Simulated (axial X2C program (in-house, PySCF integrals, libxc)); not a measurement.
**CuF: from the spin-free to the two-component result**

Calculated with an axial X2C code built on PySCF integrals. Spin-free means the one-electron spin-free X2C Hamiltonian; two-component (2c) means X2C with spin–orbit coupling and atomic mean-field two-electron Coulomb and Gaunt terms, so the difference of the two also holds small scalar two-electron terms. Basis: Cu dyall-v3z [9s9p6d3f2g], F dyall-v3z [6s5p2d1f] (cores contracted in-house); Gaussian nuclei, density fitting, unrestricted open shells. Masses: Cu 62.930 u, F 18.998 u.

Spin-free state: M_S = 0, Λ = 0 (closed shell); fragments Cu + F.

| level | Re (Å) | ωe (cm⁻¹) | De (eV) | μ (D) |
| --- | --- | --- | --- | --- |
| PBE0 | 1.741 | 624.6 | 4.030 | -4.97 |
| HF | 1.804 | 572.9 | 2.309 | -6.41 |
| MP2 | 1.720 | 639.2 | 4.479 | n/a |
| TPSS | 1.733 | 637.6 | 4.358 | -4.37 |
| r2SCAN | 1.721 | 653.7 | 4.337 | -4.47 |

Correlated methods: 18 electrons correlated (number of frozen shells: Cu 3 s, 2 p; F 1 s), 228 virtual spin orbitals or spinors in MP2.

Dipoles are positive if F is the positive end.

Two-component determinant lowest at the distance of the search:

Ω = 0 (closed shell); fragments Cu + F.

```json
{"level": "PBE0", "Re (Å)": "1.742", "ωe (cm⁻¹)": "624.3", "De (eV)": "4.028", "μ (D)": "-4.97"}
{"level": "HF", "Re (Å)": "1.804", "ωe (cm⁻¹)": "572.6", "De (eV)": "2.296", "μ (D)": "-6.41"}
{"level": "MP2", "Re (Å)": "1.721", "ωe (cm⁻¹)": "638.6", "De (eV)": "4.465", "μ (D)": "n/a"}
{"level": "TPSS", "Re (Å)": "1.734", "ωe (cm⁻¹)": "637.3", "De (eV)": "4.356", "μ (D)": "-4.37"}
{"level": "r2SCAN", "Re (Å)": "1.722", "ωe (cm⁻¹)": "653.3", "De (eV)": "4.335", "μ (D)": "-4.47"}
```

Problem. From the two tables, how do the constants change at the MP2 level (2c against spin-free)?

Solution. At the MP2 level Re rises by 0.001 Å and ωe drops by 0.6 cm⁻¹; De changes by -0.014 eV.

The state is a single determinant with fixed occupations, the lowest that a limited PBE0 search found. Closed shells are restricted here (equal orbitals for both partners); the stretched side of such a curve lies too high. Dissociation energies refer to the lowest single-determinant-based atoms at the same level and basis. In 2c an atomic determinant is not the ground J level, so De misses part of the atomic spin–orbit lowering. This holds for PBE0, TPSS, r2SCAN. Without a current term, density functionals place determinants with orbital angular momentum somewhat too high.
